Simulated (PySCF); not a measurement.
A run for PySCF: R-B3LYP/6-31G* on AlH3Se2 (SMILES [SeH][AlH][SeH]), a point of a torsion scan.

```python
from pyscf import gto, scf, dft, mp
from pyscf.data.elements import chemcore

mol = gto.M(
    atom='''
    Se   -2.22685218   -0.25201404   -0.65348279
    Al   -0.13293669    0.49317770   -0.04597263
    Se    1.68742539   -0.83033529    0.47500114
    H    -2.37479863   -0.95160252    0.60410640
    H     0.13438768    2.00144380    0.00443684
    H     2.41997539    0.36645628    0.80305344
    ''',
    basis='6-31g*',
    cart=True,
    charge=0, spin=0, verbose=3, max_memory=1800)
mf = dft.RKS(mol, xc='b3lyp')
mf.conv_tol = 1e-8
mf.max_cycle = 100
mf.kernel()
if not mf.converged:
    mf = mf.newton().run(mf.mo_coeff, mf.mo_occ)
```

Output:

```
converged SCF energy = -5046.90186143933
```

The run converged.

Cost: about 10 core-seconds (a rough figure).
